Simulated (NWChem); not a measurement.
MgBrF; SMILES [Br][Mg][F]

```xyz
3

Mg    -0.0075     1.0753     0.0000
F     -0.1648     2.8211     0.0000
Br     0.2027    -1.2528     0.0000
```
Atoms are numbered in this order, from 1.

Level: PBE0/def2-SVP (NWChem), optimised geometry, unscaled harmonic frequencies. This build's default masses of Se (78.918 u) and Br (79.917 u) are each other's, which moves their modes by up to 0.6 %.

| frequency (cm⁻¹) | IR intensity (km/mol) |
|---|---|
| 128 | 76.3 |
| 312 | 7.0 |
| 794 | 88.6 |

| Quantity | Result |
|---|---|
| zero-point energy | 1.8 kcal/mol |
| thermal correction to the enthalpy at 298.15 K (with zero-point energy) | 4.9 kcal/mol |
| heat capacity Cv | 10.2 cal/(mol K) |
| entropy at 298.15 K and 1 atm (symmetry number 1) | 53.6 cal/(mol K) |
| dipole moment | 0.31 D |

Rigid rotor and harmonic oscillator.
